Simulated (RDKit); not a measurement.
Torsional profile of SMILES C(c1cccs1)=Cc1ccccc1. Scanned: dihedral C2–C1–C8–C9 and dihedral C1–C2–C3–S7; all other coordinates were relaxed at GFN2-xTB. Points at φ and −φ are mirror images. Heavy atoms are numbered in the order of the SMILES C(=Cc1cccs1)c1ccccc1, hydrogens after them in the order of the atoms that carry them; the mirror image has the same energies with the sign of each dihedral reversed.

Calculation: UFF // GFN2-xTB run with RDKit.

Energy in kJ/mol above the lowest grid point; x is the dihedral C2–C1–C8–C9 (°), y the dihedral C1–C2–C3–S7 (°).

```csv
y \ x,-150,-120,-90,-60,-30,0,30,60,90,120,150,180
180,2.2,10.1,19.9,9.9,1.9,4.7,1.9,9.9,19.9,10.1,2.2,4.7
150,6.0,14.0,23.8,13.6,4.6,7.4,5.8,13.9,23.9,13.7,4.9,7.4
120,19.4,27.9,38.2,28.2,18.0,20.1,19.2,27.7,38.3,28.1,18.2,20.1
90,31.2,40.6,51.0,40.7,30.9,32.4,31.1,40.6,51.0,40.6,31.0,32.4
60,17.7,27.6,38.0,27.3,18.3,19.3,17.5,27.8,37.9,27.4,18.6,19.3
30,3.8,12.8,23.1,12.9,4.6,6.0,3.5,12.8,23.0,12.9,4.8,6.1
0,0.2,8.3,18.4,8.3,0.0,2.4,0.0,8.3,18.4,8.3,0.2,2.3
-30,4.8,12.9,23.0,12.8,3.5,6.0,4.6,12.9,23.1,12.8,3.8,6.1
-60,18.6,27.4,37.9,27.8,17.5,19.3,18.3,27.3,38.0,27.6,17.7,19.3
-90,31.0,40.6,51.0,40.6,31.1,32.4,30.9,40.7,51.0,40.6,31.2,32.4
-120,18.2,28.1,38.3,27.7,19.2,20.1,18.0,28.2,38.2,27.9,19.4,20.1
-150,4.9,13.7,23.9,13.9,5.8,7.4,4.6,13.6,23.8,14.0,6.0,7.4
```

The six lowest points that lie below all their neighbours on the grid: x = -30, y = 0 (0.0 kJ/mol); x = 30, y = 0 (0.0 kJ/mol); x = -150, y = 0 (0.2 kJ/mol); x = 150, y = 0 (0.2 kJ/mol); x = -30, y = 180 (1.9 kJ/mol); x = 30, y = 180 (1.9 kJ/mol). The lowest path on the grid from the first to the second passes x = 0, y = 0 at 2.4 kJ/mol.
